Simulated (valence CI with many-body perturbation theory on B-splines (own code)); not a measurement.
## Pr35+: one-electron terms

Level of theory: valence CI with perturbative core correlation (CI+MBPT): six valence electrons over a frozen Dirac-Fock core [Ar], a basis of 7 s, 7 p, 8 d, 6 f, 4 g, 1 h functions for each j, with the one-electron correlation potential Σ1 (screened to all orders), the two-electron term Σ2, the three-electron term Σ3, Breit, model QED; selected single and double excitations, second order for the rest, scaled by the run's own slope (own B-spline code, finite nucleus).

The last digits are not significant, and no measured levels were compared; by estimate large intervals hold to a few tenths of a per cent, small ones and those within an open d or f shell to about a per cent. Core correlation moves these levels by up to 6800 cm⁻¹, and in measured spectra 5 to 20 % of such shifts remained as error; rates that hang on mixing are uncertain with them. Among the levels kept, up to 1000 cm⁻¹ of a level comes from second order outside the variational space, and about a tenth of that is noise between levels of different J, which matters for small intervals. Only levels of the ground parity were solved; by the run's estimate the other parity begins above the list, which can be wrong where configurations are misplaced.

These are the spectroscopic orbitals of the CI (the correlating ones are not listed), shaped by the core and the other valence electrons. h is the expectation value of the core's Dirac-Fock operator, without the valence repulsion; Σ1 is computed up to l = 3 at one energy for each symmetry, that of its lowest orbital but kept below the first core excitation, so for empty shells it is not the orbital's own correlation shift; Breit and QED include the response of the core.

```
Orbital  h (hartree)  Σ1 (cm⁻¹)  Breit (cm⁻¹)  QED (cm⁻¹)  ⟨r⟩ (bohr)
  4s1/2      -63.888      -7185          5457        4046      0.5181
  5s1/2      -39.059      -2739          2665        2008      0.8484
  6s1/2      -26.351      -1370          1464        1120       1.265
  4p1/2      -61.682      -9422          8571       -75.5      0.5153
  5p1/2      -37.967      -3487          4294       -33.4      0.8524
  6p1/2      -25.735      -1723          2400       -17.7       1.276
  4p3/2      -60.099      -8896          5254         328      0.5302
  5p3/2      -37.204      -3399          2648         169      0.8707
  6p3/2      -25.309      -1701          1574        96.2       1.298
  3d3/2      -107.84     -21028         12153       -1044      0.2275
  4d3/2      -56.981      -9386          4251        -281      0.5079
  5d3/2      -35.691      -3682          2071        -129      0.8648
  3d5/2      -106.85     -19831          6096        -499      0.2307
  4d5/2      -56.624      -9114          2194        -105      0.5118
  5d5/2      -35.514      -3556          1060       -44.2      0.8696
  4f5/2      -53.685     -20938           459        -163      0.4659
  5f5/2      -34.169      -8773           211       -79.7      0.8347
  4f7/2      -53.566     -18112          -159       -97.7      0.4675
  5f7/2      -34.104      -7539         -58.2       -46.1      0.8367
  5g7/2      -33.296                     30.0       -17.9      0.7562
  5g9/2      -33.268                    -23.9        -2.4      0.7571
```

Among the shells of the start configuration 3d6, Σ1 is largest in size for 3d3/2, where it is 0.089 % of h.

Lowest root of each symmetry, sizes in configuration state functions:

```json
{"J": "0", "Parity": "even", "Roots": "5", "Reference": "26", "Variational": "15694", "Second order": "115394", "Change by selected CI (cm⁻¹)": "-31075", "Change by second order (cm⁻¹)": "-5"}
{"J": "1", "Parity": "even", "Roots": "4", "Reference": "60", "Variational": "34018", "Second order": "645340", "Change by selected CI (cm⁻¹)": "-27854", "Change by second order (cm⁻¹)": "-50"}
{"J": "2", "Parity": "even", "Roots": "8", "Reference": "86", "Variational": "32977", "Second order": "1338138", "Change by selected CI (cm⁻¹)": "-29278", "Change by second order (cm⁻¹)": "-517"}
{"J": "3", "Parity": "even", "Roots": "6", "Reference": "88", "Variational": "32491", "Second order": "1231355", "Change by selected CI (cm⁻¹)": "-26369", "Change by second order (cm⁻¹)": "-734"}
{"J": "4", "Parity": "even", "Roots": "7", "Reference": "77", "Variational": "32105", "Second order": "1537321", "Change by selected CI (cm⁻¹)": "-27451", "Change by second order (cm⁻¹)": "-848"}
{"J": "5", "Parity": "even", "Roots": "2", "Reference": "52", "Variational": "32238", "Second order": "1280113", "Change by selected CI (cm⁻¹)": "-28584", "Change by second order (cm⁻¹)": "-603"}
{"J": "6", "Parity": "even", "Roots": "2", "Reference": "31", "Variational": "32174", "Second order": "1139499", "Change by selected CI (cm⁻¹)": "-28430", "Change by second order (cm⁻¹)": "-242"}
```
